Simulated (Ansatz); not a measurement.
`CB[SiH2][AlH2]` + `CB[TeH]` → `CB[Te][AlH2]` + `CB[SiH3]` at 600 K and 1 bar (cleavage of the Al–Si bond).

Calculated with Ansatz (gas phase, PBE0-D4/def2-TZVP geometries, no zero-point term in ΔE). CCSD(T)/CBS is the MP2 limit (def2-TZVPP, def2-QZVPP) plus CCSD(T) − MP2 in def2-TZVPP, frozen cores. def2 core potentials past Kr. For Te outer-core shells are correlated without core-valence functions, which leaves a few kJ/mol of doubt a bond. One conformer a species, not always the lowest.

```csv
species,CCSD(T)/CBS energy (Eh),H − E (kJ/mol),S (J/(mol·K))
`CB[SiH2][AlH2]`,-598.71139,278.8,489.8
`CB[TeH]`,-333.59211,192.1,376.7
`CB[Te][AlH2]`,-576.23333,229.3,462.4
`CB[SiH3]`,-356.10570,243.9,396.6
```

H − E and S are ideal-gas, rigid-rotor, harmonic terms from PBE0-D4/def2-TZVP, for one conformer and one mirror image of each species. 1 Eh = 2625.50 kJ/mol, R = 8.31446 J/(mol·K).

Task: By hand: ΔE, ΔH, ΔS and ΔG.

Result: ΔE = (-576.23333) + (-356.10570) − (-598.71139) − (-333.59211) = -0.03553 Eh = -93.3 kJ/mol. Δ(H − E) = 229.3 + 243.9 − 278.8 − 192.1 = 2.3, so ΔH = -91.0 kJ/mol. ΔS = 462.4 + 396.6 − 489.8 − 376.7 = -7.5 J/(mol·K). ΔG = -91.0 − 600 × (-7.5)/1000 = -86.5 kJ/mol.

Task: By hand: the equilibrium constant, and the temperature at which ΔG would vanish if ΔH and ΔS stayed fixed.

Result: log₁₀ K = −ΔG/(RT ln 10) = 7.5. ΔG = 0 at ΔH/ΔS = 12133 K, far beyond where these terms or the molecules hold.

The number of gas molecules stays the same, so ΔS is small and ΔH decides. A doubt of 5 kJ/mol in ΔE shifts log₁₀ K by 0.4 here. Other conformers and mirror images would add mixing entropy, several J/(mol·K) or more a flexible species. Modes under 60 cm⁻¹, often nearly free rotors, make the harmonic entropy too high. These are equilibria of isolated gas molecules and say nothing of rates. Largest T1 diagnostic: 0.014 (customary marks: 0.02 for closed shells, 0.045 for open ones).
